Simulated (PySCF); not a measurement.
# Selenium: a sound run and one with changed settings

Sound run: Se+ [Ar] 3d10 4s2 4p3, Se(2+) [Ar] 3d10 4s2 4p2. Computed with PySCF 2.14 in aug-cc-pVDZ-DK (6s5p3d, 36 functions), with the spin-free X2C one-electron Hamiltonian (Gaussian nucleus). The sound run starts from symmetry-adapted Hartree-Fock orbitals and uses a fine grid where one is needed.

A second run was set up differently.

| species | method | sound run (hartree) | changed run (hartree) | converged |
| --- | --- | --- | --- | --- |
| Se+ | UHF | -2427.64781 | -2427.64781 | yes |
| Se+ | r2SCAN | -2429.33323 | -2429.34449 | yes |
| Se+ | B3LYP | -2429.39110 | -2429.39109 | yes |
| Se(2+) | UHF | -2426.88192 | -2426.88192 | yes |
| Se(2+) | r2SCAN | -2428.53954 | -2428.55111 | yes |
| Se(2+) | B3LYP | -2428.60786 | -2428.60788 | yes |

Ionisation energy of Se+:

| method | sound run (eV) | changed run (eV) |
| --- | --- | --- |
| UHF | 20.841 | 20.841 |
| r2SCAN | 21.598 | 21.589 |
| B3LYP | 21.313 | 21.312 |

What was changed?
A. basis contracted for another Hamiltonian
B. too few SCF iterations
C. radial grid too coarse
D. a valence shell is frozen

C. It used radial step 0.3 in ln r (0.13 in the sound run). A coarse radial grid mis-integrates the density and the exchange-correlation energy, with errors of either sign; Hartree-Fock needs no grid.
